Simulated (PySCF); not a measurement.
Silver: a sound run and one with changed settings

Sound run: Ag⁺ [Kr] 4d10, Ag²⁺ [Kr] 4d9. Computed with PySCF 2.14 in x2c-SVPall (6s5p5d1f, 53 functions), with scalar relativity by spin-free X2C-1e. In the sound run the correlated levels freeze [Kr]. The sound run starts from symmetry-adapted Hartree-Fock orbitals and uses a fine grid where one is needed.

Changed run: the non-relativistic Hamiltonian (point nucleus). This setting is unsound on purpose.

| species | method | sound run (hartree) | changed run (hartree) | converged |
| --- | --- | --- | --- | --- |
| Ag⁺ | UHF | -5312.07341 | -5106.32432 | yes |
| Ag⁺ | B3LYP | -5314.65407 | -5108.91907 | yes |
| Ag⁺ | TPSS | -5314.38480 | -5108.65471 | yes |
| Ag⁺ | MP2 | -5312.34012 | -5106.58819 | yes |
| Ag²⁺ | UHF | -5311.34524 | -5105.57736 | yes |
| Ag²⁺ | B3LYP | -5313.84954 | -5108.09797 | yes |
| Ag²⁺ | TPSS | -5313.58737 | -5107.84035 | yes |
| Ag²⁺ | MP2 | -5311.55523 | -5105.78571 | yes |

Ionisation energy of Ag⁺:

```csv
method,sound run (eV),changed run (eV)
UHF,19.814,20.326
B3LYP,21.892,22.343
TPSS,21.699,22.160
MP2,21.358,21.837
SCS-MP2,21.186,21.665
```

Most of the change in total energy is the relativistic energy itself. On top of that the contraction fixes the core shape for the Hamiltonian it was made with, so the changed run is not a good calculation with the other Hamiltonian either.

For comparison, NIST gives 21.484 eV between the lowest levels.
